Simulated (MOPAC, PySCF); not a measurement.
H$_{4}$Ge, SMILES `[GeH4]`, neutral singlet in the gas phase. 

Z-matrix (Å, degrees):
```
Ge
H 1 1.5355
H 1 1.5355 2 109.47
H 1 1.5355 2 109.47 3 120.00
H 1 1.5355 2 109.47 3 -120.00
```
Charge 0, multiplicity 1.

All levels are single points at this geometry (B3LYP-D3(BJ)/def2-TZVPD); Pople sets use spherical d functions. Orbital energies aren't observables, and empty levels follow the basis.

HF/STO-3G in PySCF gives HOMO (eV) = -11.21.

**Question.** Estimate the HOMO (eV) from each of these levels: ωB97X-D3(BJ)/def2-TZVPD in PySCF; B3LYP/3-21G in PySCF; B3LYP/LANL2DZ in PySCF; PBE/6-31G* in PySCF; HF/3-21G in PySCF; AM1 in MOPAC; PM3 in MOPAC; PM6 in MOPAC.

**Answer.** 
```
level                             HOMO (eV)
--------------------------------  ---------
ωB97X-D3(BJ)/def2-TZVPD in PySCF     -12.19
B3LYP/3-21G in PySCF                  -9.39
B3LYP/LANL2DZ in PySCF                -9.54
PBE/6-31G* in PySCF                   -8.29
HF/3-21G in PySCF                    -12.79
AM1 in MOPAC                         -11.53
PM3 in MOPAC                         -12.28
PM6 in MOPAC                         -12.15
```
